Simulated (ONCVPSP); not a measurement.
**What one change does to a pseudopotential (chlorine (Cl), ONCV)**

- Element: Cl
- Generator: ONCVPSP 4.0.1
- Type: optimised norm-conserving Vanderbilt (ONCV)
- Functional: Wu-Cohen
- Relativity: scalar-relativistic
- Frozen core: [Ne]
- Valence charge: 7
- Reference configuration: 3s2 3p5
- Partial waves: 3s: rc 1.05 bohr, ncon 3, nbas 8, qcut 6.7 1/bohr, 2 projectors, debl 1.7 Ha; 3p: rc 1.15 bohr, ncon 4, nbas 8, qcut 8.2 1/bohr, 3 projectors, debl 3.6 Ha; d scattering state at 0.03 Ha: rc 1.20 bohr, ncon 4, nbas 9, qcut 7.9 1/bohr, 1 projector
- Local potential: polynomial inside 0.95 bohr (lpopt 3, dvloc0 0 Ha)
- Core correction: Teter function, fcfact 5, rcfact 1.25

All-electron outer shells of the reference configuration (Wu-Cohen, scalar-relativistic, ld1.x):

```
shell  level (eV)  outermost node (bohr)  outermost maximum (bohr)
   2s     -252.36                   0.12                      0.36
   2p     -191.62                      –                      0.30
   3s      -20.63                   0.55                      1.27
   3p       -8.57                   0.53                      1.43
```

Change: all radii but the core radius scaled by about 0.96 (s 1.02, p 1.10, d 1.16 bohr); local potential polynomial inside 0.92 bohr (lpopt 3, dvloc0 0 Ha).

Cutoffs: the cutoffs (Ha) at which the residual kinetic energy of the hardest occupied pseudo-wave falls to 1 and 0.1 mHa per electron; they do not see the model core or the augmentation charge, which bear on the density cutoff. Errors are all-electron minus pseudo energies relative to the spin-unpolarised reference configuration.

Task: Predict the effect on cutoff, ghosts and configuration errors.

Result: The potential gets harder (16 Ha and 153 Ha → 25 Ha and 184 Ha); both files keep a bound ghost (p, s); the errors of the 4 common tests hardly move. A smaller radius makes the pseudo-wave follow the all-electron one further in, where it bends more sharply, so more plane waves are needed.

| quantity | base | changed |
| --- | --- | --- |
| cutoff, loose | 16 Ha | 25 Ha |
| cutoff, tight | 153 Ha | 184 Ha |
| loose cutoff by channel | s 16 Ha, p 8.0 Ha | s 17 Ha, p 25 Ha |
| bound ghosts | s, p | s, p |
| GHOST(+) flags under 300 eV | none | none |
| error for 3s2 3p4, meV [ΔE 13.85 eV] | +0.3 | +0.4 |
| error for 3s2 3p3, meV [ΔE 39.28 eV] | +8.7 | +8.3 |
| error for 3s2 3p2, meV [ΔE 77.59 eV] | +41 | +39 |
| error for 3s2 3p1, meV [ΔE 129.86 eV] | +121 | +115 |
| rms error of d²Exc/dni dnj with the model core, mHa | 0.66 | 0.62 |

 A true bound ghost makes a file unfit for plane-wave use even where its test errors are small: the radial tests pick states by their node count and pass the ghost by.
